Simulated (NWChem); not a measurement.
Program: NWChem. System: H₄O₄Si, charge 0, spin multiplicity 1, displaced from the optimised geometry. The structure started from a generated list of species. Level: B3LYP/def2-SVP, VWN1-RPA local correlation.

Input file:

```
start mol
memory heap 200 mb stack 900 mb global 1100 mb
geometry units angstroms nocenter noautoz noautosym
  O      0.943145     1.097379     0.891404
  Si     0.000000     0.000000     0.000001
  O     -1.097386     0.943159    -0.891394
  O      1.097386    -0.943159    -0.891394
  O     -0.943145    -1.097379     0.891404
  H      0.444052     1.909384     1.168363
  H     -1.909351     0.444029    -1.168452
  H      1.909351    -0.444029    -1.168452
  H     -0.444052    -1.909384     1.168363
end
basis spherical
  * library def2-svp
end
dft
  xc b3lyp
  semidirect memsize 60000000 filesize 0
  iterations 100
end
task dft gradient
```

Output (cleaned and shortened):

```
             Northwest Computational Chemistry Package (NWChem) 7.3.0
             --------------------------------------------------------

                                NWChem Input Module
                                -------------------

 Scaling coordinates for geometry "geometry" by  1.889725989
 (inverse scale =  0.529177249)

                             Geometry "geometry" -> ""
                             -------------------------

 Output coordinates in angstroms (scale by  1.889725989 to convert to a.u.)

  No.       Tag          Charge          X              Y              Z
 ---- ---------------- ---------- -------------- -------------- --------------
    1 O                    8.0000     0.94314500     1.09737900     0.89140400
    2 Si                  14.0000     0.00000000     0.00000000     0.00000100
    3 O                    8.0000    -1.09738600     0.94315900    -0.89139400
    4 O                    8.0000     1.09738600    -0.94315900    -0.89139400
    5 O                    8.0000    -0.94314500    -1.09737900     0.89140400
    6 H                    1.0000     0.44405200     1.90938400     1.16836300
    7 H                    1.0000    -1.90935100     0.44402900    -1.16845200
    8 H                    1.0000     1.90935100    -0.44402900    -1.16845200
    9 H                    1.0000    -0.44405200    -1.90938400     1.16836300

 Effective nuclear repulsion energy (a.u.)     259.7023973619

            Nuclear Dipole moment (a.u.)
            ----------------------------
        X                 Y               Z
 ---------------- ---------------- ----------------
    -0.0000000000     0.0000000000    -0.0000075589


 Summary of "ao basis" -> "" (spherical)
 ------------------------------------------------------------------------------
       Tag                 Description            Shells   Functions and Types
 ---------------- ------------------------------  ------  ---------------------
 *                          def2-svp                  on all atoms

                                 NWChem DFT Module
                                 -----------------

 Summary of "ao basis" -> "ao basis" (spherical)
 ------------------------------------------------------------------------------
       Tag                 Description            Shells   Functions and Types
 ---------------- ------------------------------  ------  ---------------------
 O                          def2-svp                 6       14   3s2p1d
 Si                         def2-svp                 8       18   4s3p1d
 H                          def2-svp                 3        5   2s1p

 Summary of "ao basis" -> "ao basis" (spherical)
 ------------------------------------------------------------------------------
       Tag                 Description            Shells   Functions and Types
 ---------------- ------------------------------  ------  ---------------------
 O                          def2-svp                 6       14   3s2p1d
 Si                         def2-svp                 8       18   4s3p1d
 H                          def2-svp                 3        5   2s1p

            General Information
            -------------------
          SCF calculation type: DFT
          Wavefunction type:  closed shell.
          No. of atoms     :     9
          No. of electrons :    50
           Alpha electrons :    25
            Beta electrons :    25
          Charge           :     0
          Spin multiplicity:     1
          Use of symmetry is: off; symmetry adaption is: off
          Maximum number of iterations: 100
          AO basis - number of functions:    94
                     number of shells:    44
          Convergence on energy requested:  1.00D-06
          Convergence on density requested:  1.00D-05
          Convergence on gradient requested:  5.00D-04

              XC Information
              --------------
                         B3LYP Method XC Potential
                     Hartree-Fock (Exact) Exchange  0.200
                        Slater Exchange Functional  0.800 local
                    Becke 1988 Exchange Functional  0.720 non-local
              Lee-Yang-Parr Correlation Functional  0.810
                  VWN I RPA Correlation Functional  0.190 local

             Grid Information
             ----------------
          Grid used for XC integration:  medium
          Radial quadrature: Mura-Knowles
          Angular quadrature: Lebedev.
          Tag              B.-S. Rad. Rad. Pts. Rad. Cut. Ang. Pts.
          ---              ---------- --------- --------- ---------
          O                   0.60       49          10.0       434
          Si                  1.10       88           8.0       590
          H                   0.35       45          11.0       434
          Grid pruning is: on
          Number of quadrature shells:   464
          Spatial weights used:  Erf1

          Convergence Information
          -----------------------
          Convergence aids based upon iterative change in
          total energy or number of iterations.
          Levelshifting, if invoked, occurs when the
          HOMO/LUMO gap drops below (HL_TOL):  1.00D-02
          DIIS, if invoked, will attempt to extrapolate
          using up to (NFOCK): 10 stored Fock matrices.

                    Damping( 0%)  Levelshifting(0.5)       DIIS
                  --------------- ------------------- ---------------
          dE  on:    start            ASAP                start
          dE off:    2 iters        100 iters           100 iters

      Screening Tolerance Information
[...]
 ---------------- ----- ----------------- --------- --------- ---------  ------
 d= 0,ls=0.0,diis     1   -592.5378345548 -8.52D+02  1.51D-02  1.21D+00     1.2
 d= 0,ls=0.0,diis     2   -592.4889013868  4.89D-02  8.01D-03  1.93D+00     1.5
 d= 0,ls=0.0,diis     3   -592.6663168490 -1.77D-01  8.34D-04  2.62D-02     1.8
 d= 0,ls=0.0,diis     4   -592.6686506863 -2.33D-03  1.00D-04  2.72D-04     2.1
 d= 0,ls=0.0,diis     5   -592.6686735145 -2.28D-05  2.94D-05  5.78D-06     2.5
 d= 0,ls=0.0,diis     6   -592.6686741755 -6.61D-07  6.44D-06  5.46D-07     2.8

         Total DFT energy =     -592.668674175452
      One electron energy =    -1335.826797077732
           Coulomb energy =      540.346671824922
    Exchange-Corr. energy =      -56.890946284590
 Nuclear repulsion energy =      259.702397361949

 Numeric. integr. density =       50.000002460531

     Total iterative time =      2.6s

                       DFT Final Molecular Orbital Analysis
                       ------------------------------------

 Vector   23  Occ=2.000000D+00  E=-3.331796D-01
              MO Center=  1.4D-07, -2.0D-08, -9.4D-05, r^2= 3.5D+00
   Bfn.  Coefficient  Atom+Function         Bfn.  Coefficient  Atom+Function
  ----- ------------  ---------------      ----- ------------  ---------------
     6      0.285981  1 O  pz                38      0.285997  3 O  pz
    52      0.285997  4 O  pz                66      0.285982  5 O  pz
     9      0.195040  1 O  pz                41      0.195052  3 O  pz
    55      0.195053  4 O  pz                69      0.195041  5 O  pz
    27      0.142449  2 Si pz                 4      0.115262  1 O  px

 Vector   24  Occ=2.000000D+00  E=-3.099424D-01
              MO Center=  2.8D-06,  1.4D-06, -2.5D-01, r^2= 3.4D+00
   Bfn.  Coefficient  Atom+Function         Bfn.  Coefficient  Atom+Function
  ----- ------------  ---------------      ----- ------------  ---------------
    38      0.250665  3 O  pz                52     -0.250665  4 O  pz
     6      0.223814  1 O  pz                66     -0.223813  5 O  pz
    37      0.219266  3 O  py                51      0.219266  4 O  py
    41      0.189489  3 O  pz                55     -0.189489  4 O  pz
     9      0.170255  1 O  pz                69     -0.170254  5 O  pz

 Vector   25  Occ=2.000000D+00  E=-3.099382D-01
              MO Center=  2.4D-06,  3.4D-06,  2.5D-01, r^2= 3.4D+00
   Bfn.  Coefficient  Atom+Function         Bfn.  Coefficient  Atom+Function
  ----- ------------  ---------------      ----- ------------  ---------------
     6      0.250674  1 O  pz                66     -0.250672  5 O  pz
    38     -0.223819  3 O  pz                52      0.223819  4 O  pz
     4     -0.219272  1 O  px                64     -0.219272  5 O  px
     9      0.189498  1 O  pz                69     -0.189497  5 O  pz
    41     -0.170260  3 O  pz                55      0.170260  4 O  pz

 Vector   26  Occ=0.000000D+00  E= 1.055775D-02
              MO Center= -3.3D-07, -6.4D-07, -1.3D-04, r^2= 6.3D+00
   Bfn.  Coefficient  Atom+Function         Bfn.  Coefficient  Atom+Function
  ----- ------------  ---------------      ----- ------------  ---------------
    18      0.589436  2 Si s                  3     -0.447856  1 O  s
    35     -0.447885  3 O  s                 49     -0.447885  4 O  s
    63     -0.447857  5 O  s                 76      0.449497  6 H  s
    81      0.449540  7 H  s                 86      0.449540  8 H  s
    91      0.449497  9 H  s                 16      0.156488  2 Si s

 Vector   27  Occ=0.000000D+00  E= 6.525011D-02
              MO Center= -3.3D-06,  3.7D-08, -1.1D+00, r^2= 6.6D+00
   Bfn.  Coefficient  Atom+Function         Bfn.  Coefficient  Atom+Function
  ----- ------------  ---------------      ----- ------------  ---------------
    81      0.922440  7 H  s                 86     -0.922438  8 H  s
    35     -0.575249  3 O  s                 49      0.575248  4 O  s
    39      0.233389  3 O  px                53      0.233389  4 O  px
    26      0.210542  2 Si py                36      0.163492  3 O  px
    50      0.163491  4 O  px                80      0.157207  7 H  s

 Vector   28  Occ=0.000000D+00  E= 6.525499D-02
              MO Center=  1.4D-07, -5.7D-06,  1.1D+00, r^2= 6.6D+00
   Bfn.  Coefficient  Atom+Function         Bfn.  Coefficient  Atom+Function
  ----- ------------  ---------------      ----- ------------  ---------------
    76      0.922452  6 H  s                 91     -0.922455  9 H  s
     3     -0.575258  1 O  s                 63      0.575259  5 O  s
     8     -0.233400  1 O  py                68     -0.233401  5 O  py
    25      0.210554  2 Si px                 5     -0.163497  1 O  py
    65     -0.163497  5 O  py                75      0.157197  6 H  s

 center of mass
 --------------
 x =  -0.00000000 y =   0.00000000 z =   0.00000332

 moments of inertia (a.u.)
 ------------------
         468.048924672171           0.002087699979           0.000000000000
           0.002087699979         468.046902872330           0.000000000000
           0.000000000000           0.000000000000         533.700045940203

     Multipole analysis of the density
     ---------------------------------

     L   x y z        total         alpha         beta         nuclear
     -   - - -        -----         -----         ----         -------
     0   0 0 0     -0.000000    -25.000000    -25.000000     50.000000

     1   1 0 0      0.000001      0.000000      0.000000     -0.000000
     1   0 1 0      0.000000      0.000000      0.000000      0.000000
     1   0 0 1     -0.000125     -0.000059     -0.000059     -0.000008

     2   2 0 0    -24.286116    -85.682098    -85.682098    147.078081
     2   1 1 0      0.000272      0.000554      0.000554     -0.000837
     2   1 0 1      0.000001      0.000001      0.000001     -0.000000
     2   0 2 0    -24.285762    -85.682614    -85.682614    147.079466
     2   0 1 1      0.000000      0.000000      0.000000      0.000000
     2   0 0 2    -25.488235    -67.895017    -67.895017    110.301799

            General Information
            -------------------
          SCF calculation type: DFT
          Wavefunction type:  closed shell.
          No. of atoms     :     9
          No. of electrons :    50
           Alpha electrons :    25
            Beta electrons :    25
          Charge           :     0
          Spin multiplicity:     1
          Use of symmetry is: off; symmetry adaption is: off
          Maximum number of iterations: 100
          AO basis - number of functions:    94
                     number of shells:    44
          Convergence on energy requested:  1.00D-06
          Convergence on density requested:  1.00D-05
          Convergence on gradient requested:  5.00D-04

              XC Information
              --------------
                         B3LYP Method XC Potential
                     Hartree-Fock (Exact) Exchange  0.200
                        Slater Exchange Functional  0.800 local
                    Becke 1988 Exchange Functional  0.720 non-local
              Lee-Yang-Parr Correlation Functional  0.810
                  VWN I RPA Correlation Functional  0.190 local

             Grid Information
             ----------------
          Grid used for XC integration:  medium
          Radial quadrature: Mura-Knowles
          Angular quadrature: Lebedev.
          Tag              B.-S. Rad. Rad. Pts. Rad. Cut. Ang. Pts.
          ---              ---------- --------- --------- ---------
          O                   0.60       49          10.0       434
          Si                  1.10       88           8.0       590
          H                   0.35       45          11.0       434
          Grid pruning is: on
          Number of quadrature shells:   464
          Spatial weights used:  Erf1

          Convergence Information
          -----------------------
          Convergence aids based upon iterative change in
          total energy or number of iterations.
          Levelshifting, if invoked, occurs when the
          HOMO/LUMO gap drops below (HL_TOL):  1.00D-02
          DIIS, if invoked, will attempt to extrapolate
          using up to (NFOCK): 10 stored Fock matrices.

                    Damping( 0%)  Levelshifting(0.5)       DIIS
                  --------------- ------------------- ---------------
          dE  on:    start            ASAP                start
          dE off:    2 iters        100 iters           100 iters

      Screening Tolerance Information
      -------------------------------
          Density screening/tol_rho:  1.00D-10
          AO Gaussian exp screening on grid/accAOfunc:  14
          CD Gaussian exp screening on grid/accCDfunc:  20
          XC Gaussian exp screening on grid/accXCfunc:  20
          Schwarz screening/accCoul:  1.00D-08

                            NWChem DFT Gradient Module
                            --------------------------

  charge          =   0.00
  wavefunction    = closed shell

                         DFT ENERGY GRADIENTS

    atom               coordinates                        gradient
                 x          y          z           x          y          z
   1 O       1.782286   2.073746   1.684509    0.026632  -0.002159   0.007045
   2 Si      0.000000   0.000000   0.000002   -0.000000  -0.000000   0.000001
   3 O      -2.073759   1.782312  -1.684490    0.002163   0.026640  -0.007039
   4 O       2.073759  -1.782312  -1.684490   -0.002163  -0.026640  -0.007039
   5 O      -1.782286  -2.073746   1.684509   -0.026632   0.002159   0.007045
   6 H       0.839137   3.608213   2.207886   -0.011681   0.020168   0.007149
   7 H      -3.608150   0.839093  -2.208054   -0.020176  -0.011688  -0.007155
   8 H       3.608150  -0.839093  -2.208054    0.020176   0.011688  -0.007155
   9 H      -0.839137  -3.608213   2.207886    0.011681  -0.020168   0.007149

                 ----------------------------------------
                 |  Time  |  1-e(secs)   |  2-e(secs)   |
                 ----------------------------------------
                 |  CPU   |       0.01   |       1.29   |
                 ----------------------------------------
                 |  WALL  |       0.01   |       1.29   |
                 ----------------------------------------

 Task  times  cpu:        4.6s     wall:        4.6s

 Total times  cpu:        4.6s     wall:        4.6s
```
